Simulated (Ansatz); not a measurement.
`[CH3][Al]([F])[I]` + HI → `[CH3][Al]([I])[I]` + H–F  (ligand exchange at the Al–F bond)

Calculated with Ansatz (gas phase, PBE0-D4/def2-TZVP geometries, no zero-point term in ΔE). CCSD(T)/CBS adds triple-zeta CCSD(T) − MP2 to the extrapolated MP2 energy (def2 sets, frozen cores). This one scheme is used for every species. DFT in def2-TZVPP. Elements past krypton have def2 core potentials. For I outer-core shells are correlated without core-valence functions, which leaves a few kJ/mol of doubt a bond.

Problem. Is it downhill or uphill in electronic energy at CCSD(T)/CBS, and by how much? (Best estimate.)

Solution. The calculation gave: Uphill: ΔE = +23.5 kJ/mol.

Problem. What do these levels give: B97M-V, r2SCAN0-D4, ωB97X-V, ωB97M-V, PBE-QIDH, PBE0, r2SCANh, LC-ωPBE, RPA@PBE/def2-TZVPP, MP2/def2-SVP, CCSD/def2-SVP, CCSD/def2-TZVPP? (Estimate.)

Solution. Computed: B97M-V 44.8, r2SCAN0-D4 26.6, ωB97X-V 34.6, ωB97M-V 33.4, PBE-QIDH 20.7, PBE0 25.0, r2SCANh 31.6, LC-ωPBE 35.2, RPA@PBE/def2-TZVPP 36.6, MP2/def2-SVP 37.1, CCSD/def2-SVP 44.1, CCSD/def2-TZVPP 33.9 kJ/mol.

Largest T1 diagnostic among the species: 0.010.

The D4 term adds −9.0 kJ/mol with B3LYP and −5.0 kJ/mol with PBE0; it sums over pairs of atoms, weighted by their polarisabilities, and B3LYP, whose exchange is more repulsive, gets the larger term. Leaving LDA and LC-ωPBE aside and taking each functional with its dispersion term where it has one, the values, not all of them listed here, spread over 25.9 kJ/mol, from HSE06-D4 to B97M-V.

B3LYP here is the variant with VWN-RPA as its local correlation; programs differ in this.
